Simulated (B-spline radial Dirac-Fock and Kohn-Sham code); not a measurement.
# X-ray form factors of tellurium in several charge states

Calculated with a radial finite-basis atomic code, using Dirac-Fock orbitals of the configuration average with a finite nucleus.

Configurations: Te³⁷⁺ [Ne] 3s2 3p3; Te³⁹⁺ [Ne] 3s2 3p1; Te⁴⁰⁺ [Ne] 3s2; Te⁴¹⁺ [Ne] 3s1. The first column is f₀ of Te³⁷⁺, the others are differences from it.

| s (Å⁻¹) | Te³⁷⁺ | Δ Te³⁹⁺ | Δ Te⁴⁰⁺ | Δ Te⁴¹⁺ |
| --- | --- | --- | --- | --- |
| 0 | 15.000 | -2.000 | -3.000 | -4.000 |
| 0.1 | 14.958 | -1.986 | -2.979 | -3.973 |
| 0.2 | 14.833 | -1.945 | -2.919 | -3.892 |
| 0.3 | 14.628 | -1.878 | -2.820 | -3.760 |
| 0.4 | 14.350 | -1.788 | -2.686 | -3.582 |
| 0.5 | 14.007 | -1.678 | -2.523 | -3.364 |
| 0.7 | 13.165 | -1.413 | -2.130 | -2.839 |
| 0.9 | 12.188 | -1.118 | -1.691 | -2.251 |
| 1.1 | 11.162 | -0.824 | -1.252 | -1.664 |
| 1.4 | 9.687 | -0.444 | -0.682 | -0.898 |
